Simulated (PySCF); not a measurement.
Al(H)2(Et) (C2H7Al), SMILES [CH2](C)[AlH2]. Atoms are numbered in the order given.

```xyz
10

Al    -0.1369    -1.2824     0.0000
H      0.8273    -2.5475     0.0000
H     -1.7123    -1.5073     0.0000
C      0.6377     0.5266     0.0000
C     -0.3344     1.7163     0.0000
H      1.3209     0.5860    -0.8709
H      1.3209     0.5860     0.8709
H     -0.9935     1.7049     0.8840
H     -0.9935     1.7049    -0.8840
H      0.1904     2.6871     0.0000
```
Charge 0, spin multiplicity 1.

The structure is a stationary point at B3LYP-D3(BJ)/def2-SVP.

The numbers are results of PySCF with B3LYP/def2-TZVPD, not measurements.

ESP charges are fitted to the potential on shells at 1.4 to 2.0 van der Waals radii. Atomic charges (e):

```tsv
atom	ESP fit	meta-Löwdin
Al1	0.78	0.59
H2	-0.31	-0.16
H3	-0.30	-0.16
C4	…	-0.48
C5	…	-0.31
H6	-0.02	0.11
H7	-0.02	0.11
H8	…	0.10
H9	…	0.10
H10	…	0.10
```

**Question.** Fill in the missing entries. (The exact figures need the calculation; the answer reports its results.)

**Answer.** 
- C4, ESP fit: -0.08
- C5, ESP fit: -0.10
- H8, ESP fit: 0.01
- H9, ESP fit: 0.01
- H10, ESP fit: 0.03
